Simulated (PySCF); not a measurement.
Gas-phase reaction: 4 InHCl₂ = 2 InH₂Cl + 2 InCl₂ + Cl₂

Energies from PySCF (xtb for GFN2), thermal terms from the rigid-rotor harmonic-oscillator model, ideal gas at 1 bar. † marks an energy on the PBE0/def2-TZVP geometry and frequencies; other levels use their own. MP2 and CCSD(T) freeze the core. Open shells (unrestricted): InCl₂ (multiplicity 2); the rest are closed-shell singlets. GFN2 has no spin-polarisation term. B3LYP is the form with VWN-RPA correlation. In: scalar-relativistic def2 core potential, no spin-orbit coupling. InHCl₂, InH₂Cl, InCl₂: computed as isolated molecules; such fragments, hydroxides, amides, oligomers or adducts are transient or little studied in the gas. MP2 isn't extrapolated to the basis-set limit; its ΔH°(298 K) is 558.2 kJ in def2-SVP and 544.3 kJ in def2-TZVPP. CCSD(T) isn't extrapolated to the basis-set limit; its ΔH°(298 K) is 533.3 kJ in def2-SVP and 521.1 kJ in def2-TZVPP. The harmonic model lacks anharmonicity and excited electronic states, which grow with temperature; levels with a mode under 35 cm⁻¹ are left out. Soft modes under 120 cm⁻¹ make the harmonic entropy rough for InHCl₂, InCl₂.

```csv
level,"ΔE electronic, kJ","ΔH°(298 K), kJ","ΔS°(298 K), J/K","ΔG°(2500 K), kJ"
B3LYP/def2-TZVP†,465,461,149,125
CCSD(T)/def2-SVP†,538,533,149,197
CCSD(T)/def2-TZVPP†,525,521,149,185
GFN2-xTB,382,379,152,40
MP2/def2-TZVPP†,549,544,149,208
PBE/def2-SVP,476,472,151,132
PBE/def2-TZVP†,462,457,149,122
PBE0/def2-QZVP†,492,488,149,152
PBE0/def2-TZVP,494,490,149,154
r2SCAN/def2-TZVP†,501,497,149,161
LDA/def2-TZVP†,505,500,149,164
```
ΔH° is lowest at GFN2-xTB and highest at MP2/def2-TZVPP†. No reference value is set beside these.
